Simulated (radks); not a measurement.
The numbers below are computed, except where a source is named.
Problem. Code: a radial shooting solver on a logarithmic mesh with Libxc functionals. Model: scalar-relativistic Kohn-Sham, LDA (Slater exchange, Perdew-Wang correlation), spin-polarised, spherical densities, finite nucleus; open shells are filled with parallel spins first (spin-orbit coupling, left out, can overturn this in heavy ions); Fermi nuclear charge, rms radius of each element as measured or else 0.836 A^(1/3) + 0.57 fm. Each species is in its NIST ground configuration. Rank Zr, Mo, Sr, Rb, Ag, Ru, Nb, Pd, Tc, Cd, I, Te, In, Sn, Sb, Rh, Xe by Delta-SCF ionisation energy (eV), largest first.

Solution. Xe 12.549, I 10.830, Cd 9.418, Pd 9.237, Sb 9.044, Te 9.033, Ag 8.256, Rh 8.124, Ru 8.033, Mo 7.716, Sn 7.436, Nb 7.402, Tc 7.306, Zr 6.727, Sr 5.873, In 5.715, Rb 4.405.
